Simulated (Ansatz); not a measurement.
The cluster MoS₂⁻, relaxed as a doublet with UKS PBE0-D4/def2-TZVPD in Ansatz, starting from the GFN2-xTB geometry. Force threshold 0.02 eV/Å.

In the def2 sets Mo takes a core potential; there is no spin–orbit coupling. The charge -1 doublet is spin-contaminated (final ⟨S²⟩ up to 2.00, 0.75 for a pure state). Another isomer (quartet) lies 4.22 eV lower at PBE0-D4/def2-TZVPD; other spin states weren't run for this one.

Start:

```csv
atom,x (Å),y (Å),z (Å)
Mo1,1.5811,-0.4433,1.1274
S2,0.0453,-0.0114,0.0319
S3,-1.6264,0.4547,-1.1594
```

(1) Estimate the energy that the relaxation releases and the steps that it takes.

(2) Does the start keep its bonding and symmetry?

(3) Predict the relaxed structure.

## Answers

(1) 7.6 kcal/mol, in 14 steps; 22 s on 4 threads of AMD EPYC 9B14 on a shared host. The force fell under the threshold at step 4, but the optimiser went on and released 0.028 eV more. No frequencies were taken in this run, so the end may be a saddle point.

(2) By distances, no bond broke or formed. The bond that changes most is Mo1–S2, from 1.94 to 2.08 Å (atoms count from 1). Point group C∞v at the start, Cs at the end, both within 0.05 Å.

(3) 
```csv
atom,x (Å),y (Å),z (Å)
Mo1,1.517,-0.602,1.135
S2,0.086,0.336,-0.047
S3,-1.603,0.266,-1.088
```
Bond lengths: 1 × Mo–S 2.08 Å; 1 × S–S 1.99 Å.
